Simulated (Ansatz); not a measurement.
Abridged output of a molecular run in Ansatz:

```
Functional definition: HF
1184 factors; integrals over basis functions are off by at most 1.6e-3 eV
mean field evaluation 1: about -19972.9918 eV, gradient 4.0e1 eV
mean field evaluation 2: about -19973.1956 eV, gradient 4.0e1 eV
mean field evaluation 4: about -19977.1842 eV, gradient 4.1e0 eV
mean field evaluation 8: about -19977.2891 eV, gradient 5.3e-1 eV
mean field evaluation 16: about -19977.2922 eV, gradient 2.5e-6 eV
mean field -19977.29221356 eV, -734.1519477534 hartree, gradient 2.5e-6 eV, S^2 0.000000; 0 other end points of the search recorded, 0 dependent functions left out
12 core orbitals not correlated: weight in the atoms' cores, before any rotation towards them, 1.000 or more for the frozen orbitals, at most 0.000 for the correlated occupied ones
reference -19977.29221356 eV, -734.1519477534 hartree; 11, 11 occupied and 179, 179 virtual orbitals, 1184 factors
second order -16.70928149 eV of doubles, -0.00000000 eV of singles
cycle   1  -17.09716980 eV  change   -3.9e-1 eV  update   1.1e-1
cycle   2  -17.62492602 eV  change   -5.3e-1 eV  update   3.4e-2
cycle   3  -17.75391984 eV  change   -1.3e-1 eV  update   1.9e-2
cycle   4  -17.74202496 eV  change    1.2e-2 eV  update   5.3e-3
cycle   5  -17.74229599 eV  change   -2.7e-4 eV  update   2.6e-3
cycle   6  -17.74255443 eV  change   -2.6e-4 eV  update   8.4e-4
cycle   7  -17.74204971 eV  change    5.0e-4 eV  update   3.2e-4
cycle   8  -17.74205971 eV  change   -1.0e-5 eV  update   1.3e-4
cycle   9  -17.74207813 eV  change   -1.8e-5 eV  update   4.1e-5
cycle  10  -17.74205469 eV  change    2.3e-5 eV  update   1.7e-5
perturbative correction -0.83101009 eV, -0.0305390574 hartree
Total energy: -19995.86527834 eV, -734.8344952947 hartree
```

Its atoms:

Cartesian coordinates in Å:
```
Al 0.549 1.026 1.627
N -0.075 0.285 0.171
C -0.465 -0.298 -0.849
S 0.227 -1.828 -1.418
H 1.735 2.057 1.470
H -0.139 0.638 2.995
H -1.272 0.071 -1.497
H -0.559 -1.953 -2.500
```

Q: Which basis set was used?
A. def2-SVP
B. def2-TZVPP
C. def2-TZVPPD
D. def2-SVPD

A: B. It gives 202 functions.

Q: Write the keys of the input that set method, charge and spin (a neutral closed shell needs none for the last two).

A: 
```yaml
correlation: {method: ccsd_t}
```
